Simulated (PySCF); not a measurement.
# Working out the excitation energy of Ga

Ga [Ar] 3d10 4s2 4p1 (2P) → Ga [Ar] 3d10 4s2 5s1 (2S). All numbers are calculated (PySCF 2.14, scalar relativity through the core potential, in aug-cc-pwCVDZ-PP with ECP10MDF (6s5p4d1f, 48 functions)). Frozen: 3s2 3p6 3d10. Energies in hartree (1 hartree = 27.21139 eV):

```json
{"part": "UHF", "Ga (lower)": "-258.291442", "Ga (upper)": "-258.184935"}
{"part": "CCSD correlation", "Ga (lower)": "-0.045090", "Ga (upper)": "-0.042703"}
{"part": "(T)", "Ga (lower)": "-0.000660", "Ga (upper)": "-0.000611"}
```

Problem. What does Hartree-Fock give?

Solution. (-258.184935) − (-258.291442) = 0.106507 hartree = 2.898 eV.

Problem. What do CCSD and CCSD(T) give?

Solution. The CCSD correlation energies differ by 0.002387 hartree = 0.065 eV and the triples by 0.000049 hartree = 0.001 eV, so CCSD gives 2.963 eV and CCSD(T) 2.964 eV.

Measured between the centres of the two terms (NIST): 3.005 eV, so CCSD(T) (valence) is off by -0.041 eV.

A double-zeta basis recovers only part of the correlation energy.

What remains against the reference includes basis incompleteness, the frozen core and higher excitations.
